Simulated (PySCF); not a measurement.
## Spin-rotation constants: SMILES C(#C)CCC[C@H]1CC=N1, C₈H₁₁N

Geometry:
```
atom   x (Å)   y (Å)   z (Å)
  C1   4.131   0.697  -0.796
  C2   3.005   0.642  -0.395
  C3   1.644   0.531   0.086
  C4   1.082  -0.870  -0.176
  C5  -0.368  -1.002   0.288
  C6  -1.334  -0.174  -0.545
  C7  -2.824  -0.197  -0.104
  C8  -2.557   1.257   0.091
  N9  -1.330   1.282  -0.264
 H10   5.117   0.766  -1.147
 H11   1.629   0.738   1.161
 H12   1.019   1.277  -0.408
 H13   1.144  -1.089  -1.245
 H14   1.694  -1.607   0.349
 H15  -0.448  -0.695   1.334
 H16  -0.676  -2.049   0.215
 H17  -1.184  -0.361  -1.611
 H18  -3.552  -0.453  -0.872
 H19  -3.032  -0.765   0.801
 H20  -3.165   2.084   0.416
```

Computed with GIAO B3LYP/pcSseg-1 magnetisability, rotational g tensor and spin-rotation constants, non-relativistic, gas phase (PySCF 2.14.0). Geometry: GFN2-xTB.

Question: Give the nuclear spin-rotation constants along the inertial axes (H = +C I·J) beside the isotropic shieldings.

Answer: Rotational constants 4.6954, 0.7546, 0.6818 GHz. A star marks the isotopologue with that one atom substituted, in its own axes.
| atom | isotope | Caa (kHz) | Cbb (kHz) | Ccc (kHz) | mean (kHz) | σ (ppm) |
| --- | --- | --- | --- | --- | --- | --- |
| N9 | 14N | 1.312 | 0.232 | 0.069 | 0.537 | -194.4 |
| H10 | 1H | 0.019 | -0.087 | -0.073 | -0.047 | 30.6 |
| H11 | 1H | -0.513 | -0.082 | 0.021 | -0.191 | 29.9 |
| H12 | 1H | -0.234 | -0.019 | -0.051 | -0.102 | 27.9 |
| H13 | 1H | -0.481 | -0.087 | 0.021 | -0.182 | 30.0 |
| H14 | 1H | -0.326 | -0.020 | -0.059 | -0.135 | 29.8 |
| H15 | 1H | -0.534 | -0.086 | 0.019 | -0.200 | 30.6 |
| H16 | 1H | -0.485 | 0.020 | -0.076 | -0.180 | 29.9 |
| H17 | 1H | -0.484 | -0.084 | 0.042 | -0.175 | 27.9 |
| H18 | 1H | -0.210 | -0.079 | -0.014 | -0.101 | 28.6 |
| H19 | 1H | -0.495 | -0.039 | -0.018 | -0.184 | 29.3 |
| H20 | 1H | -0.102 | 0.017 | -0.056 | -0.047 | 23.5 |
| C1 | 13C* | 0.309 | 0.239 | 0.204 | 0.251 | 111.4 |
| C2 | 13C* | 0.084 | 0.293 | 0.251 | 0.209 | 92.1 |
| C3 | 13C* | 0.726 | 0.120 | 0.104 | 0.317 | 160.2 |
| C4 | 13C* | 0.782 | 0.141 | 0.124 | 0.349 | 144.7 |
| C5 | 13C* | 0.842 | 0.146 | 0.122 | 0.370 | 141.1 |
| C6 | 13C* | 1.237 | 0.166 | 0.153 | 0.519 | 106.8 |
| C7 | 13C* | 0.894 | 0.141 | 0.132 | 0.389 | 136.5 |
| C8 | 13C* | 1.976 | 0.423 | 0.166 | 0.855 | -8.2 |

For the geometry as given, no vibrational averaging.
